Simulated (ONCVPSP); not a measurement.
**Ni (Z = 28), ONCV: configuration errors across variants**

ONCVPSP 4.0.1 input, shortened (lines: element, Z, core and valence counts, functional; n l f; lmax; l rc ep ncon nbas qcut; lloc lpopt rc5 dvloc0; l nproj debl; icmod fcfact rcfact), LDA (Perdew-Zunger), fully relativistic:

```
  Ni 28.00    3    3        3      upf
    1    0    2.00
    2    0    2.00
    2    1    6.00
    3    0    2.00
    3    1    6.00
    3    2    8.00
    2
    0    1.05    0.00    3    7    9.70
    1    1.15    0.00    4    7   10.80
    2    0.90    0.00    3    7   18.00
    4    5    0.70    3.00
    0    3    1.50
    1    2    0.50
    2    2    3.90
    0    0.00    0.00
```

Open shells are filled in proportion to 2j + 1.

In the s channel the program set the typed energies aside and used -4.786, 0.250, 1.750 Ha. In the p channel the program set the typed energies aside and used -3.319, 0.250 Ha (j = l + 1/2; the other j can differ).

All-electron excitation energies from the reference (eV): (1) 3s2 3p6 3d8 4s2 -27.260; (2) 3s2 3p6 3d8 4s1 -17.660; (3) 3s2 3p6 3d7 37.798; (4) 3s2 3p6 3d9 4s1 -28.892.

2 further variants failed, have other tests or another functional or relativity, and are left out.

Errors AE − PS in meV (a dash: test not solved or not reliable):

| change | (1) | (2) | (3) | (4) | bound ghosts | GHOST(+) flags above zero |
| --- | --- | --- | --- | --- | --- | --- |
| base | +2.3 | +0.7 | +5.3 | -1.0 | none | none |
| core correction Teter function fitted to the true core (icmod 2), fcfact 0.2 | +1.9 | +0.5 | +5.2 | -1.0 | none | none |
| d: rc 0.82 | +2.2 | +0.6 | +4.4 | -0.9 | none | none |
| local potential polynomial inside 0.70 bohr (lpopt 5, dvloc0 6.5 Ha) | +2.3 | +0.7 | +5.4 | -1.0 | none | s |
| local potential polynomial inside 0.60 bohr (lpopt 5, dvloc0 -1 Ha) | +2.3 | +0.7 | +5.3 | -1.0 | none | s |
| s: qcut 7.5; p: qcut 8.3; d: qcut 13.9 | +2.9 | +0.9 | +3.4 | +1.4 | none | s |
| s: nproj 1 | +944 | +612 | +6.7 | +354 | none | none |

(1) Give the same row for: d: qcut 26.1.

Results:

(1) +2.1, +0.6, +4.2, -1.1; bound ghosts: none; GHOST(+) flags above zero: none.
